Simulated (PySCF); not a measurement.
Molecule: `O=C(Cl)C1=CC=CO1`, C5H3ClO2.

Geometry:
| atom | x (Å) | y (Å) | z (Å) |
| --- | --- | --- | --- |
| O1 | 3.118 | 0.785 | 0.551 |
| C2 | 2.411 | 0.927 | -0.396 |
| Cl3 | 3.042 | 1.476 | -1.962 |
| C4 | 0.977 | 0.678 | -0.403 |
| C5 | 0.172 | 0.247 | 0.625 |
| C6 | -1.138 | 0.164 | 0.086 |
| C7 | -1.024 | 0.551 | -1.223 |
| O8 | 0.242 | 0.860 | -1.521 |
| H9 | 0.506 | 0.025 | 1.635 |
| H10 | -2.049 | -0.141 | 0.595 |
| H11 | -1.744 | 0.647 | -2.032 |

Geometry PBE0-D3(BJ)/def2-SVP throughout; GIAO in PySCF, gas phase, one conformer, non-relativistic; equivalent atoms averaged; functional PBE0.

Question: How do the shifts δ (against H2O, TMS, HCl at the same level) depend on the basis set? (a selection of nuclei; ppm; last column core-seconds on 1 thread of an Intel Xeon Platinum 8375C, shared host)

Answer: 
```
  basis set  functions     O1     C2     C4     C7     C5     C6    Cl3    H9   H10  core-s
    cc-pVDZ        131  506.2  158.1  144.8  144.6  120.7  113.2  377.7  7.36  6.56      25
   def2-SVP        131  508.5  158.9  143.8  143.4  120.1  111.9  385.2  7.34  6.51      21
aug-cc-pVDZ        215  485.2  159.4  143.8  144.5  119.7  112.2  397.0  7.62  6.76      48
  def2-TZVP        272  523.0  164.6  151.0  151.9  126.3  118.3  430.4  7.60  6.77      73
    cc-pVTZ        286  522.5  163.2  149.5  150.7  125.4  117.6  400.5  7.58  6.74      87
   IGLO-III        319  523.8  167.2  154.6  155.2  129.0  121.1  433.1  7.57  6.72      78
```

Question: Which nucleus among those listed moves most, in ppm?

Answer: Cl3 (chlorine bonded to C): from 377.7 ppm with cc-pVDZ to 433.1 ppm with IGLO-III. The smallest spread is 0.25 ppm, at H10. Proton shifts span only some 12 ppm, so a few tenths of a ppm matter as much there as several ppm in carbon.

Question: Taking the largest basis, IGLO-III (319 functions), as the yardstick, rank the others by their worst heavy-atom deviation.

Answer: def2-TZVP 3.5 ppm (272 functions), cc-pVTZ 32.5 ppm (286 functions), aug-cc-pVDZ 38.7 ppm (215 functions), def2-SVP 47.9 ppm (131 functions), cc-pVDZ 55.4 ppm (131 functions).

A small basis that lands close on one nucleus may do so by chance; judge by the trend and by all nuclei.
